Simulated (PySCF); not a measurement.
# Ionisation energy of Cl¹⁴⁺ by level of theory

Cl¹⁴⁺ [He] 2s1 [2s1/2^1, M_J = 1/2] → Cl¹⁵⁺ 1s2, as a difference of total energies. Computed with PySCF 2.14 in an even-tempered Gaussian basis (17 s from 2.6 bohr⁻², ratio 2.4; 10 p from 3.4 bohr⁻², ratio 2.4; 5 d from 11 bohr⁻², ratio 2.6; 4 f from 16 bohr⁻², ratio 2.6), with the two-component X2C-1e Hamiltonian. Correlated levels: nothing frozen; the 28 highest virtual spinors dropped. "Screened" scales the spin-orbit matrix elements by Boettger's factors to mimic the two-electron term; Breit and QED terms are absent.

```tsv
method	ionisation energy (eV)
GHF (screened spin-orbit)	809.21
GMP2 (screened spin-orbit)	809.36
```

For comparison: 809.20 eV (theoretical estimate listed by NIST; NIST Atomic Spectra Database, ionization energies).
